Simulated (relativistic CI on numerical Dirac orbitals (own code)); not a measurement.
Method of calculation: Dirac-Coulomb-Breit CI, KLI orbitals optimised for each configuration, a model potential for QED, unscaled Slater integrals (own radial code, finite nucleus).

The strongest absorption lines from the ground level of an ion, among the configurations computed and to levels below about 8250 eV (vacuum wavelength in Å, gf): 1.8108 (0.37), 1.8450 (0.99), 1.8594 (0.5), 1.9358 (0.041), 15.022 (0.19).

Task: Which ion is it?
A. Nd LVII
B. Nd LV
C. Sn XLV
D. Nd LIII

Result: B. Nd LV has 6 electrons and the ground level 2s2 2p2 3P_0; the strongest line goes to 2s2 2p 3d 3D°_1. The pattern of lines fixes the number of electrons, and along that sequence the line energies rise steadily with the charge (about as its square where n changes within one kind of shell, about linearly where n is kept but much faster in heavy ions where fine structure, which grows about as Z⁴, sets the gap, and irregularly where shells cross), which fixes Z. Configurations outside the model, such as inner-shell arrays, can give stronger lines. At this charge energies of transitions that change n are usually good to better than 1 %, and those within a shell (Δn = 0) to a few per cent.

LS names give the leading component of a level, which can be under half, so a name can repeat, a term be missing and a line seem to break the LS rules.
